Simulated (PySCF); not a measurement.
**MIn cations for M along the chalcogens**

PBE0 with double-zeta basis sets in PySCF, for the lowest determinant that a PBE0 search found; no spin–orbit coupling. De refers to high-spin ground-configuration atoms (the charge goes to the atom of lower measured ionisation energy or higher electron affinity, which is not always the lowest computed limit). A positive dipole points towards In; it is taken about the centre of mass and depends on that origin.

| M | basis | charged atom | state (unpaired electrons) | Re (Å) | ωe (cm⁻¹) | De (eV) | μ (D) |
| --- | --- | --- | --- | --- | --- | --- | --- |
| O | def2-SVP | In+ | triplet (π ↑↑) | 2.893 | 142 | 0.32 | 0.38 |
| S | def2-SVPD | In+ | triplet (π ↑↑) | 3.144 | 127 | 0.53 | -0.06 |
| Se | def2-SVP | In+ | triplet (π ↑↑) | 3.217 | 97.3 | 0.67 | 2.39 |

The shortest bond is that of InO⁺ (2.893 Å), the longest that of InSe⁺ (3.217 Å).

The rows differ in basis set, which adds steps of its own.

Down a group the atoms grow and get heavier, so bonds lengthen and wavenumbers fall; this series shows no clear exception.

Weak bonds: InO⁺. Basis-set superposition, not corrected here, can be much of De in a small basis, most of all at correlated wavefunction levels. Spin–orbit coupling is left out, which matters for elements this heavy, above all for dissociation energies. For an ion De counts to the pair picked by the measured ionisation energies or electron affinities, which need not be the lowest pair at this level. States were picked by a PBE0 search and need not be the measured ground states.
